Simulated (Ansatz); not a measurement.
Two members of one family (Series SiX2), computed with Ansatz in the gas phase. The two geometries come from different levels. Binding counts from free atoms in the multiplicity of their measured ground term, without zero-point energy. A dash marks a value that wasn't run or was left out as unsound. The structures are stationary points that may keep the symmetry of their start.

First: SiF2 (singlet, charge 0, r2SCAN-D4/def2-TZVP geometry).

```
atom   x (Å)   y (Å)   z (Å)
 Si1  -0.668  -0.022  -0.140
  F2   0.158  -0.735   1.036
  F3   0.510   0.757  -0.896
```

```csv
level,HOMO (eV),LUMO (eV),gap (eV),vertical IE (eV),vertical triplet (eV),binding per atom (eV)
PBE-D4/def2-SVP,-6.91,-2.77,4.14,–,–,4.27
PBE-D4/def2-TZVP,-7.09,-2.96,4.12,10.84,3.14,4.36
r2SCAN-D4/def2-TZVP,-7.32,-2.88,4.45,10.79,2.87,4.24
r2SCANh-D4/def2-TZVP,-7.78,-2.55,5.22,–,–,4.17
PBE0-D4/def2-SVP,-8.20,-1.99,6.21,–,–,4.04
```

Second: SiBr2 (singlet, charge 0, PBE-D4/def2-TZVP geometry).

```
atom   x (Å)   y (Å)   z (Å)
 Si1   0.607   0.543  -0.486
 Br2   0.001  -1.612  -0.875
 Br3  -0.608   1.069   1.361
```

Estimate the same table for the second.


```tsv
level	HOMO (eV)	LUMO (eV)	gap (eV)	vertical IE (eV)	vertical triplet (eV)	binding per atom (eV)
PBE-D4/def2-SVP	-6.44	-3.79	2.65	–	–	2.70
PBE-D4/def2-TZVP	-6.53	-3.86	2.68	9.41	2.13	2.72
r2SCAN-D4/def2-TZVP	-6.76	-3.83	2.93	9.49	1.92	2.65
r2SCANh-D4/def2-TZVP	-7.15	-3.55	3.60	–	–	2.61
PBE0-D4/def2-SVP	-7.55	-3.14	4.41	–	–	2.59
```
